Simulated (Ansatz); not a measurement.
Reaction (ligand exchange at the Si–C bond): `C[SiH2]C=O` + HCl → `O=C[SiH2]Cl` + CH₄

Computed with Ansatz on PBE0-D4/def2-TZVP structures; ΔE is electronic, products minus reactants. CCSD(T)/CBS is the MP2 limit (def2-TZVPP, def2-QZVPP) plus CCSD(T) − MP2 in def2-TZVPP, frozen cores. This one scheme is used for every species. DFT in def2-TZVPP. One conformer a species, not always the lowest.

| level | ΔE (kJ/mol) |
| --- | --- |
| BLYP-D4 | -97.6 |
| B97M-V | -99.1 |
| PBE0-D4 | -95.1 |
| r2SCAN0-D4 | -98.5 |
| revPBE | -97.1 |
| HF/def2-SVP | -105.3 |
| MP2/def2-QZVPP | -100.6 |
| MP2/CBS(def2) | -102.0 |

(1) What does CCSD(T)/CBS give? (Best estimate.)

Largest T1 diagnostic among the species: 0.014.

Results:

(1) The calculation gave: -96.8 kJ/mol. The listed levels differ from it by -0.8, -2.3, 1.7, -1.7, -0.3, -8.5, -3.8, -5.2 kJ/mol.

Leaving LDA and LC-ωPBE aside and taking each functional with its dispersion term where it has one, the values, not all of them listed here, spread over 7.4 kJ/mol, from BHLYP-D4 to revPBE-D4. LDA lies +7.7 kJ/mol from PBE without D4. In def2-TZVPP, CCSD(T) changes the Hartree–Fock value by +12.6 kJ/mol (the triples alone add +0.4 kJ/mol) and MP2 by +7.3 kJ/mol.
